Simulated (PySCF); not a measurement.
TDDFT excited states: C4H7B

Compound: C4H7B.
SMILES: `B[C@@H]1CC1=C`

Method used: TDDFT PBE0/def2-SVPD, vertical, gas phase, core orbitals frozen in the response in PySCF. Geometry: PBE0-D3(BJ)/def2-SVP, one conformer, isolated molecule.

Task: What does the calculation give for the low-lying excited states?

Result: 

```
state  λ (nm)  E (eV)       f  main configurations (H = HOMO, L = LUMO)
   S1   234.0    5.30   0.050                                 H→L (91%)
   S2   214.8    5.77  0.0003                  H-1→L (71%), H-2→L (23%)
   S3   203.6    6.09   0.041     H-2→L (61%), H-1→L (22%), H-3→L (12%)
   S4   184.5    6.72   0.013                H-1→L+1 (68%), H-3→L (15%)
   S5   181.5    6.83   0.056   H-3→L (62%), H-1→L+1 (14%), H-2→L (10%)
   S6   172.1    7.20   0.307                               H→L+1 (72%)
   S7   170.5    7.27   0.054                H-4→L (56%), H-2→L+1 (35%)
   S8   167.0    7.42   0.026                               H→L+2 (85%)
   S9   165.2    7.51   0.069                H-2→L+1 (46%), H-4→L (31%)
  S10   153.0    8.10  0.0074   H→L+3 (52%), H-1→L+2 (25%), H→L+4 (13%)
```

Triplets, Tamm–Dancoff:

```tsv
state	E (eV)	λ (nm)	main configurations (H = HOMO, L = LUMO)
T1	4.15	298.4	H→L (53%), H→L+1 (41%)
T2	5.00	247.8	H-1→L (50%), H→L+1 (22%), H→L (21%)
T3	5.26	235.7	H-2→L (78%), H-3→L (8%)
T4	5.52	224.7	H-1→L (43%), H→L+1 (27%), H→L (19%)
```

The lowest singlet comes at 234 nm (511 kJ/mol) in the ultraviolet; it is of moderate strength; its leading configuration is HOMO→LUMO (91%). The most intense listed level is S6 at 7.20 eV (172 nm, f = 0.307), 1.91 eV above S1. Löwdin shares by element: HOMO carbon 79% or more, boron 5% (atoms not listed hold the other 16%); LUMO boron 46%, hydrogen 18% or more, carbon 12% or more (atoms not listed hold the other 25%). The oscillator strengths of these states sum to 0.623; summed over the whole spectrum of an exact calculation they would give the number of electrons, 36 (Thomas–Reiche–Kuhn). Of the 10 states listed, 8 reach f = 0.01 and 1 stays under 0.0005. The listed states span 2.81 eV, and the widest gap between neighbours is 0.63 eV (S3 to S4). The vertical ionisation energy (ΔSCF) is 9.76 eV, 1.65 eV above S10. The window holds the lowest 10 singlets.

Hardware: an Arm Neoverse V1 with one thread, no GPU, shared host. Cost: 94 s of wall time.
